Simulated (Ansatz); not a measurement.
Ansatz (a quantum-chemistry and plane-wave program) input (CCSD(T)/aug-cc-pVDZ):

Ansatz 0.2 input:
```yaml
crystal:
  periodic: [false, false, false]
  atoms:
    - {symbol: B, position_ang: [0.48799271, -0.06621821, -0.34571085]}
    - {symbol: O, position_ang: [-0.55076369, 0.07473593, 0.39017997]}
    - {symbol: H, position_ang: [1.16124459, -1.06782906, -0.26595935]}
    - {symbol: H, position_ang: [0.80490138, 0.80103272, -1.12692619]}
basis:
  gaussian:
    orbitals: aug-cc-pVDZ
magnetization: {spin_polarized: true, initial_magnetization: 1}
correlation: {method: ccsd_t, electrons: outside_noble_gas}
output: {forces: true}
```

Output:

```
Functional definition: HF
integrals: 0.06 GiB planned
615 factors; integrals over basis functions are off by at most 4.0e-4 eV
mean field: 0.12 GiB planned
mean field evaluation 1: about -2735.6277 eV, gradient 2.7e1 eV
mean field evaluation 2: about -2735.6275 eV, gradient 2.7e1 eV
mean field evaluation 4: about -2739.7680 eV, gradient 4.6e0 eV
mean field evaluation 8: about -2740.5030 eV, gradient 2.5e-1 eV
mean field evaluation 16: about -2739.7674 eV, gradient 4.6e0 eV
mean field evaluation 32: about -2738.9653 eV, gradient 1.2e0 eV
mean field evaluation 64: about -2740.4897 eV, gradient 6.0e-1 eV
mean field evaluation 96: about -2736.9382 eV, gradient 2.1e-3 eV
mean field evaluation 128: about -2740.2830 eV, gradient 2.2e0 eV
mean field -2740.50355003 eV, -100.7116478835 hartree, gradient 1.6e-6 eV, S^2 0.768603; 8 other end points of the search recorded, 0 dependent functions left out
determinant -2740.50355003 eV, -100.7116478835 hartree, with singles and doubles -2748.01171191 eV, -100.9875677435 hartree
determinant -2738.81691724 eV, -100.6496652717 hartree, with singles and doubles -2745.81310982 eV, -100.9067706069 hartree
2 core orbitals not correlated
reference -2740.50355003 eV, -100.7116478835 hartree; 6, 5 occupied and 56, 57 virtual orbitals, 615 factors
densities: 0.36 GiB planned
second order -6.60564157 eV of doubles, -0.00000000 eV of singles
coupled cluster: 0.26 GiB planned
cycle   1  -7.48523182 eV  change   -2.4e-1 eV  update   2.3e-2
cycle   2  -7.50204289 eV  change   -1.7e-2 eV  update   7.5e-3
cycle   3  -7.50706049 eV  change   -5.0e-3 eV  update   3.9e-3
cycle   4  -7.51107283 eV  change   -4.0e-3 eV  update   1.8e-3
cycle   5  -7.51335497 eV  change   -2.3e-3 eV  update   1.0e-3
cycle   6  -7.51529023 eV  change   -1.9e-3 eV  update   5.6e-4
cycle   7  -7.51587897 eV  change   -5.9e-4 eV  update   2.1e-4
cycle   8  -7.51601792 eV  change   -1.4e-4 eV  update   7.0e-5
cycle   9  -7.51606124 eV  change   -4.3e-5 eV  update   2.7e-5
cycle  10  -7.51606405 eV  change   -2.8e-6 eV  update   9.5e-6
cycle  11  -7.51606756 eV  change   -3.5e-6 eV  update   3.4e-6
cycle  12  -7.51606861 eV  change   -1.1e-6 eV  update   1.4e-6
cycle  13  -7.51606925 eV  change   -6.4e-7 eV  update   5.6e-7
perturbative correction -0.21907219 eV, -0.0080507545 hartree
the calculation of the forces begins
Total energy: -2748.23869147 eV, -100.9959090883 hartree
Atom 0 at     0.487993    -0.066218    -0.345711 Å, force     1.022368    -0.138730    -0.724281 eV/Å
Atom 1 at    -0.550764     0.074736     0.390180 Å, force    -1.161144     0.157562     0.822594 eV/Å
Atom 2 at     1.161245    -1.067829    -0.265959 Å, force     0.117809    -0.263362     0.067834 eV/Å
Atom 3 at     0.804901     0.801033    -1.126926 Å, force     0.020967     0.244531    -0.166148 eV/Å
Dipole moment:     0.228460    -0.031001    -0.161849 e Å
```

It need not be the lowest isomer of its formula.
